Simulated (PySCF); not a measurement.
Unrelated species, one level of theory. The calculation used TDDFT B3LYP/def2-SVPD, vertical, gas phase, core orbitals frozen in the response in PySCF. Geometries: GFN2-xTB; one conformer of each isolated species. Triplets are in the Tamm–Dancoff approximation. 'Strongest' means the level of largest summed f among the lowest 8 singlets; it needn't be the same kind of state in each.

Question: Rank by computed lowest singlet excitation energy, highest first.
A. `c1cc[pH]c1`
B. `C1P(C=C)C=1`
C. `O=C(F)c1occc1F`
D. `C(=C\C)/C#P`
E. `CC(C)(F)S(C)(=O)=O`

Answer: E (7.34 eV), C (5.27 eV), A (4.72 eV), B (4.57 eV), D (3.86 eV).

```
            SMILES  S1 (eV)  strongest (eV)  T1 (eV)  HOMO (eV)  α (au)    S1 mainly
CC(C)(F)S(C)(=O)=O     7.34            7.42     6.76      -8.09    77.1    H→L (99%)
    O=C(F)c1occc1F     5.27            5.31     3.39      -7.69    66.4  H-2→L (97%)
        c1cc[pH]c1     4.72            5.09     3.06      -6.60    68.2    H→L (95%)
         C=CP1C=C1     4.57            6.63     3.81      -6.64    71.7    H→L (97%)
         C/C=C/C#P     3.86            6.10     2.48      -6.42    82.5  H→L+1 (58%)
```

H and L stand for HOMO and LUMO.

Mean S1 by what the SMILES shows (count): a double or triple bond but no aromatic ring 5.26 eV (3); an aromatic ring 5.00 eV (2).

- `CC(C)(F)S(C)(=O)=O`: Löwdin shares by element: HOMO oxygen 46%, carbon 14% or more, sulfur 12% (atoms not listed hold the other 28%); LUMO carbon 22% or more, sulfur 18%, hydrogen 10% or more (atoms not listed hold the other 50%).
- `O=C(F)c1occc1F`: Löwdin shares by element: HOMO carbon 62% or more, oxygen 10% or more (atoms not listed hold the other 28%); LUMO carbon 47% or more, oxygen 16% or more (atoms not listed hold the other 36%).
- `c1cc[pH]c1`: Löwdin shares by element: HOMO carbon 87%; LUMO carbon 69% (atoms not listed hold the other 31%).
- `C=CP1C=C1`: Löwdin shares by element: HOMO phosphorus 46%, carbon 46% or more; LUMO carbon 77% (atoms not listed hold the other 23%).
- `C/C=C/C#P`: Löwdin shares by element: HOMO carbon 58% or more, phosphorus 33%; LUMO carbon 55% or more, phosphorus 35%.
